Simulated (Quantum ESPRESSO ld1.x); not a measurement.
The nuclear charge of the chromium ion Cr2+ is varied continuously with 22 electrons held in [Ar] 3d4. All-electron calculation, non-relativistic Kohn-Sham, LDA (Slater exchange, VWN5 correlation), spin-polarised, spherical densities, point nucleus; open shells are filled with parallel spins first. Program: ld1.x of Quantum ESPRESSO 7.5. By the Hellmann-Feynman theorem dE/dZ = E(electron-nucleus)/Z, the electronic potential at the nucleus.

Z      E (hartree)  E(electron-nucleus)/Z (hartree)  HOMO  e(HOMO) (eV)  <r> HOMO (bohr)
23       -941.5238                         -97.0446    3d       -10.113            1.505
23.25    -965.9562                         -98.4133    3d       -13.245            1.409
23.5     -990.7301                         -99.7774    3d       -16.702            1.329
23.75   -1015.8446                         -101.138    3d       -20.463            1.261
24      -1041.2987                         -102.495    3d       -24.509            1.202
24.25   -1067.0918                         -103.850    3d       -28.826            1.151
24.5    -1093.2233                         -105.202    3d       -33.402            1.105
24.75   -1119.6926                         -106.553    3d       -38.227            1.064
25      -1146.4995                         -107.902    3d       -43.294            1.027

The central difference of E at Z = 24 is -102.494 hartree, to compare with the third column; the second derivative is -5.42 hartree.
